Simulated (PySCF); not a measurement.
**Choosing a basis for TDDFT**

Compound: C4H3BF2O.
SMILES: `C=C=C(C=O)B(F)F`

TDDFT with PBE0 (PySCF), vertical singlets, core orbitals frozen in the response, spherical d and f functions. Isolated species at its PBE0-D3(BJ)/def2-SVP geometry (one conformer only).

```csv
basis,functions,diffuse,S1 (eV),S2 (eV),S3 (eV),S4 (eV),S5 (eV),LUMO (eV),α (au)
def2-SVP,127,no,3.47,4.62,5.63,5.74,6.37,-2.25,56.4
6-31+G*,150,yes,3.51,4.56,5.63,5.68,6.22,-2.42,63.0
aug-cc-pVDZ,211,yes,3.46,4.54,5.57,5.61,6.15,-2.44,67.8
def2-TZVP,266,no,3.47,4.55,5.62,5.66,6.27,-2.40,64.3
```

**Question.** How much do these states and the polarisability depend on the basis?

**Answer.** States are compared by their number. Against the largest diffuse basis here (aug-cc-pVDZ, itself not a converged limit), sets without diffuse functions differ by up to 0.02 eV in S1 and 0.21 eV in S5; the smaller diffuse sets differ by up to 0.05 and 0.07 eV. State by state, the largest deviation of a set without diffuse functions is S1 0.02, S2 0.08, S3 0.06, S4 0.12, S5 0.21 eV. The same number needn't mean the same state in each row. Against aug-cc-pVDZ the polarisability deviates by -17% in def2-SVP, -7% in 6-31+G*, -5% in def2-TZVP. A single + in a Pople set puts diffuse functions on heavy atoms only.
